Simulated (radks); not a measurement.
Polarisability of the calcium ion Ca3+, [Ne] 3s2 3p5, at imaginary frequency. Method: scalar-relativistic Kohn-Sham, LDA (Slater exchange, Perdew-Wang correlation), spin-unpolarised, spherical densities, finite nucleus; Fermi nuclear charge, rms radius 3.4776 fm; computed with a radial shooting solver on a logarithmic mesh with Libxc functionals. Response by self-consistent Sternheimer equations with the Hartree and adiabatic LDA kernel, the relativistic mass of each level held fixed and spin-orbit coupling left out.

| w (hartree) | alpha1(iw) (bohr^3) |
|---|---|
| 0.00266 | 2.538 |
| 0.0143 | 2.538 |
| 0.0360 | 2.536 |
| 0.0697 | 2.531 |
| 0.118 | 2.519 |
| 0.186 | 2.491 |
| 0.280 | 2.433 |
| 0.413 | 2.322 |
| 0.605 | 2.119 |
| 0.892 | 1.784 |
| 1.35 | 1.311 |
| 2.12 | 0.7912 |
| 3.59 | 0.3751 |
| 6.94 | 0.1348 |
| 17.5 | 0.03178 |

Static values: alpha1 = 2.538 bohr^3 (0.3761 angstrom^3; uncoupled 4.086). C6 = 6.834, triple-dipole C9 = 12.74 atomic units. One-pole (London) frequency 4 C6 / (3 alpha1^2) = 1.415 hartree, against 2.194 for minus the highest occupied eigenvalue.
